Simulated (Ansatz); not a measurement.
`[CH3][Al]([SiH3])[Br]` and `[CH3][Al]([AlH2])[SiH3]` differ in one atom or group.

Ansatz, PBE0-D4/def2-TZVP geometries, multiplicity 1. 

Scalar relativity is left out up to krypton.

```
                               property  `[CH3][Al]([SiH3])[Br]`
  HOMO–LUMO gap (B3LYP/def2-TZVPP) / eV                     5.43
    HOMO–LUMO gap (PBE/def2-TZVPP) / eV                     3.95
    LUMO energy (B3LYP/def2-TZVPP) / eV                    -1.85
      LUMO energy (PBE/def2-TZVPP) / eV                    -2.43
  LUMO energy (ωB97M-V/def2-TZVPP) / eV                    -0.03
HOMO–LUMO gap (ωB97M-V/def2-TZVPP) / eV                     9.48
```

(1) What does the change do to each property? (An estimate is asked.)

Answers

(1) Ansatz gave: 
| property | `[CH3][Al]([AlH2])[SiH3]` | shift |
| --- | --- | --- |
| HOMO–LUMO gap (B3LYP/def2-TZVPP) / eV | 4.10 | -1.33 |
| HOMO–LUMO gap (PBE/def2-TZVPP) / eV | 2.75 | -1.20 |
| LUMO energy (B3LYP/def2-TZVPP) / eV | -2.27 | -0.42 |
| LUMO energy (PBE/def2-TZVPP) / eV | -2.83 | -0.40 |
| LUMO energy (ωB97M-V/def2-TZVPP) / eV | -0.52 | -0.49 |
| HOMO–LUMO gap (ωB97M-V/def2-TZVPP) / eV | 7.87 | -1.61 |

With PBE0 the HOMO rises by 0.95 eV and the LUMO falls by 0.42 eV, so the gap narrows by about 1.37 eV. PBE moves the HOMO by 0.80 eV and ωB97M-V by 1.12 eV.

B3LYP here is the variant with VWN-RPA as its local correlation; programs differ in this.

Spin–orbit coupling is left out; it splits and shifts lone-pair levels of the heavy atoms by tenths of an eV.
